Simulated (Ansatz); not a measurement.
`CC(C)OC(=O)C(=O)OCC(F)(F)C(F)F`, relaxed as a singlet with RKS r2SCAN-D4/def2-SVP in Ansatz, starting from the GFN2-xTB geometry. Force threshold 0.03 eV/Å.

Start:

Cartesian coordinates in Å:
```
C 0.4564 -4.0079 -1.4057
C 1.0793 -2.6256 -1.5172
C 2.4982 -2.5794 -0.9649
O 0.2352 -1.7306 -0.7592
C 0.2060 -0.4669 -1.1147
O 0.8217 0.0451 -2.0099
C -0.7885 0.3040 -0.2203
O -1.6339 -0.2037 0.4581
O -0.5887 1.6192 -0.3490
C -1.4101 2.4759 0.4187
C -0.6430 2.9920 1.6408
F -0.1568 1.9664 2.3791
F 0.4385 3.7190 1.2721
C -1.5214 3.8799 2.5548
F -2.6224 3.2075 2.9336
F -1.9387 4.9577 1.8644
H 0.4438 -4.3238 -0.3663
H 1.0342 -4.7197 -1.9875
H -0.5652 -3.9908 -1.7752
H 1.0791 -2.2781 -2.5581
H 2.9067 -1.5765 -1.0596
H 2.5006 -2.8679 0.0832
H 3.1270 -3.2651 -1.5247
H -2.2966 1.9305 0.7673
H -1.6854 3.3266 -0.2098
H -0.9756 4.2122 3.4501
```

```json
{"step": "1", "energy (eV)": "-27480.9652", "largest force component (eV/Å)": "0.637", "SCF passes": "23"}
{"step": "2", "energy (eV)": "-27481.0307", "largest force component (eV/Å)": "0.298", "SCF passes": "22"}
{"step": "3", "energy (eV)": "-27481.0416", "largest force component (eV/Å)": "0.119", "SCF passes": "22"}
{"step": "4", "energy (eV)": "-27481.0430", "largest force component (eV/Å)": "0.087", "SCF passes": "22"}
{"step": "5", "energy (eV)": "-27481.0450", "largest force component (eV/Å)": "0.065", "SCF passes": "21"}
{"step": "6", "energy (eV)": "-27481.0458", "largest force component (eV/Å)": "0.026", "SCF passes": "23"}
```

Force components are those of the run's own axes.

End:

```xyz
26

C     0.4554   -4.0075   -1.4069
C     1.0676   -2.6278   -1.5125
C     2.4735   -2.5316   -0.9486
O     0.1861   -1.7433   -0.7543
C     0.2136   -0.4559   -1.0803
O     0.8907    0.0558   -1.9362
C    -0.7874    0.3122   -0.2020
O    -1.6199   -0.1928    0.5003
O    -0.5996    1.6343   -0.3758
C    -1.4292    2.4956    0.3904
C    -0.6585    2.9626    1.6098
F    -0.2190    1.8937    2.3229
F     0.4313    3.6816    1.2372
C    -1.4852    3.8404    2.5491
F    -2.5507    3.1366    2.9904
F    -1.9360    4.9116    1.8536
H     0.4269   -4.3379   -0.3571
H     1.0539   -4.7283   -1.9840
H    -0.5715   -4.0117   -1.8001
H     1.0598   -2.2666   -2.5547
H     2.8674   -1.5102   -1.0495
H     2.4815   -2.8194    0.1145
H     3.1430   -3.2118   -1.4974
H    -2.3409    1.9729    0.7158
H    -1.6743    3.3664   -0.2322
H    -0.8786    4.1810    3.4075
```

By distances, no bond broke or formed. The bond that changes most is C11–C14, from 1.55 to 1.53 Å (atoms count from 1).

No frequencies were taken in this run, so the end may be a saddle point.

It took 44 s on 4 threads of Arm Neoverse V2 on a shared host.
